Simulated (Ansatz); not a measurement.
Born–Oppenheimer molecular dynamics of BCl2F2H (6 atoms, charge 0, multiplicity 1). It starts at the highest image of a converged band, a first-order saddle point between two minima.

Method: RKS PBE/6-31G* (Ansatz 0.2.0).

```
ensemble                      : NVE (velocity Verlet)
time step                     : 0.5 fs
steps asked                   : 200
starting velocities drawn for : 300 K
seed                          : 5731
```

First frame:

```xyz
6
Properties=species:S:1:pos:R:3
B -0.069 -0.225 0.022
Cl -0.054 0.235 2.010
F 1.125 0.012 -0.516
Cl -1.550 0.296 -0.802
F -0.158 -1.737 0.447
H -0.130 -1.287 1.520
```

Q: How far do the bonds stretch over the last three quarters of this one trajectory? (Pairs bonded in most of those frames.)

A: 
| bond | mean (Å) | spread (Å) | shortest | longest |
| --- | --- | --- | --- | --- |
| B1–Cl2 | 1.818 | 0.073 | 1.75 | 1.99 |
| B1–F3 | 1.334 | 0.049 | 1.26 | 1.41 |
| B1–Cl4 | 1.774 | 0.030 | 1.70 | 1.81 |
| F5–H6 | 0.961 | 0.026 | 0.93 | 1.05 |

Mean temperature of the second half: 713 K. The conserved energy stayed within 0.072 meV per atom of its start (net change 0.027 meV per atom), so the integration is sound. The kinetic energy rose, since the run started high on the potential surface and went downhill. It ends in pieces (BCl2F + FH), so much of that is their flight and rotation, not heat. A run of 0.1 ps of so small a system gives no equilibrium averages. The orbitals stay closed-shell, which can raise the energy where a bond breaks towards radicals; this wasn't checked here.

The run took 3.6 min on 2 threads of Arm Neoverse V2 (shared host), peak memory 0.14 GiB.
